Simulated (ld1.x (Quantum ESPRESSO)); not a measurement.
## Pseudopotential generation for Ni: ultrasoft, LDA (PZ), fully relativistic.

* Element: Ni
* Generator: ld1.x (Quantum ESPRESSO) 7.5
* Type: ultrasoft
* Functional: LDA (PZ)
* Relativity: fully relativistic
* Frozen core: [Ne] 3s2
* Valence charge: 16
* Reference configuration: 3p6 3d8 4s2 4p0
* Partial waves: 4s (bound): rcut 1.66, rcutus 2.16 bohr; 4s channel at -0.1 Ry: rcut 1.66, rcutus 2.16 bohr; 3p (bound): rcut 1.10, rcutus 1.42 bohr; 4p (bound, empty): rcut 1.10, rcutus 1.42 bohr; 3d (bound): rcut 1.36, rcutus 1.66 bohr; 3d channel at 3 Ry: rcut 1.36, rcutus 1.66 bohr
* Local potential: all-electron potential smoothed inside 1.42 bohr (lloc = -1)
* Core correction: Bessel-smoothed model core inside 0.75 bohr
* Augmentation charge: PSQ, inside the norm-conserving radii

Open shells are filled in proportion to 2j + 1 (rel_dist='average').

* Cutoffs needed: 50 Ry and 80 Ry (the cutoffs (Ry, on a coarse ladder) from which the occupation-weighted sum of valence levels, in a spherical-Bessel basis at the reference potential, stays within 10 and 1 mRy of its value at 400 Ry)
* Ghost test: no extra level below or beside the all-electron valence levels (s, p1/2, p3/2, d3/2, d5/2, f tested) (spherical-Bessel basis up to 400 Ry, 20 bohr box)
* Configuration tests: test run stopped at test 4 of 7 (negative rho)
* Lowest eigenvalue of the overlap operator: 0.11 (p1/2 channel)
* Density cutoff estimated by the generator: 343 Ry
